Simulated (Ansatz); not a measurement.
Basis-set extrapolation for C$_{4}$H$_{6}$Si (PBE0-D4/def2-TZVP geometry, frozen core, Ansatz 0.2.0). Multiplicity 1, RHF reference.

|  | def2-TZVPP | def2-QZVPP |
| --- | --- | --- |
| HF | -443.825707 | -443.841846 |
| MP2 correlation | -0.772560 | -0.822040 |
| CCSD(T) correlation | -0.846490 | not run |

Energies in hartree. Use E(X) = E(∞) + A·exp(−7.88·√X) for Hartree–Fock and E(X) = E(∞) + B·X^(−2.97) for correlation, with X = 3 and 4, and add CCSD(T) minus MP2 of the smaller set to the MP2 limit.

Question: What is the CCSD(T) energy at the basis-set limit?

Answer: HF limit: -443.841846 + (-0.016139) × 0.13774 = -443.84407. MP2 limit: -0.822040 + (-0.049480) × 0.74074 = -0.85869. Higher-order term: -0.846490 − (-0.772560) = -0.07393. Total: -444.77669 hartree, 274.3 kJ/mol below CCSD(T)/def2-TZVPP.
